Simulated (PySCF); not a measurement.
C3H5, SMILES [CH]1CC1, multiplicity 2. Geometry: B3LYP-D3(BJ)/def2-TZVP.

Level of theory: B3LYP-D3(BJ)/def2-TZVP (PySCF 2.14.0).

Harmonic wavenumbers (cm⁻¹): 558, 764, 783, 844, 930, 1025, 1067, 1084, 1097, 1160, 1262, 1458, 1484, 3089, 3089, 3149, 3162, 3221. Rotational constants (GHz): 23.94, 20.80, 13.26; symmetry number 1.

Question: Work out the zero-point energy and the ideal-gas rigid-rotor harmonic-oscillator thermochemistry at 298.15 K and 1 atm.

Answer: ZPE = ½ Σ hcν = ½ × 29226 cm⁻¹ = 174.81 kJ/mol. H − E(el) = 186.38 kJ/mol. Entropy in J/(mol K): translation 155.08, rotation 89.60, vibration 7.02, spin 5.76, total 257.47. G − E(el) = 109.62 kJ/mol. Cp = 55.67 J/(mol K).
